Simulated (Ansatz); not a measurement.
A structure drawn as `[BH3-][S+](C)C`, with this starting geometry:

```xyz
13

B     1.4672    0.5978    0.5108
S     0.2503   -0.1840   -0.5490
C    -0.4113   -1.5709    0.2864
C    -1.0442    0.8829   -0.9534
H     2.3903   -0.1253    0.7628
H     1.0128    0.9966    1.5493
H     1.9651    1.5570   -0.0407
H    -0.8928   -1.3218    1.2245
H    -1.1712   -2.1152   -0.3203
H     0.3863   -2.3272    0.5432
H    -1.8079    0.4621   -1.5677
H    -1.5467    1.2676    0.0122
H    -0.5979    1.8805   -1.4581
```

The species carries charge 0 and has multiplicity 1.

Task: Relax it with Ansatz at PBE-D4/def2-SVP and then PBE0-D4/def2-TZVP. Is the drawn bonding still there?

Result: Yes, every drawn bond is still there and no new one forms.

Task: Give the relaxed structure. (Estimate.)

Result: Computed: 
Z-matrix (Å, degrees):
```
B
S 1 1.924
H 1 1.210 2 103.1
H 1 1.212 2 105.2 3 -120.8
H 1 1.210 2 103.1 3 118.4
C 2 1.789 1 103.4 3 68.7
C 2 1.789 1 103.4 3 172.9
H 6 1.089 2 106.7 1 -69.0
H 6 1.090 2 109.4 1 49.3
H 6 1.090 2 110.2 1 171.9
H 7 1.090 2 109.4 1 -49.3
H 7 1.089 2 106.7 1 69.0
H 7 1.090 2 110.2 1 -171.9
```
All modes are real.

Atoms count as bonded under 1.1 times the sum of their covalent radii (H–H under 0.85 Å, pairs among N, O and F under 1.55 Å), and a drawn bond as lost past 1.3 times.
